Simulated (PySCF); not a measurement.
Molecule: C3H3N2, net charge 0, doublet state. It need not be the lowest isomer of its formula. 
Geometry from a B3LYP-D3(BJ)/def2-TZVP (Ansatz) optimisation:
```xyz
8

C      0.3926    -1.0187    -0.3982
C      1.1426     0.1571    -0.0640
N      0.3597     1.1035     0.3495
N     -1.0121     0.5894     0.3122
C     -0.9600    -0.6308    -0.1211
H      0.7573    -1.9651    -0.7681
H      2.2119     0.2961    -0.1267
H     -1.8531    -1.2272    -0.2372
```
Charge 0, spin multiplicity 2.

Dispersion corrections to the total energy (kcal/mol) from the dftd3 and dftd4 libraries through PySCF: D3(BJ) without and D4 with the three-body term, each with the damping fitted for the functional named.

```tsv
functional	D3(BJ)	D4
HF	-35.89	-15.55
B3LYP	-6.62	-6.06
r2SCAN	-0.99	…
BHLYP	-5.08	…
CAM-B3LYP	-2.76	-3.05
TPSS	-4.74	-5.10
B2PLYP	-2.97	…
```

Task: Some entries are withheld; supply them.

Result: 
- r2SCAN, D4: -0.88
- BHLYP, D4: -4.13
- B2PLYP, D4: -2.59
